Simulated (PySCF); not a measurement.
## Electron correlation in Sr (strontium, neutral)

[Kr] 5s1 6s1, high-spin 3S determinant (an excited configuration). All numbers are calculated (PySCF 2.14, scalar relativity by spin-free X2C-1e, in aug-cc-pVTZ-X2C). Frozen: [Kr]; 2 electrons correlated.

Total MP2 correlation energy: -2.03 mhartree.

Same-spin part -2.03 and opposite-spin part 0.00 mhartree; SCS-MP2 scales them by 1/3 and 6/5 to -0.68 mhartree.
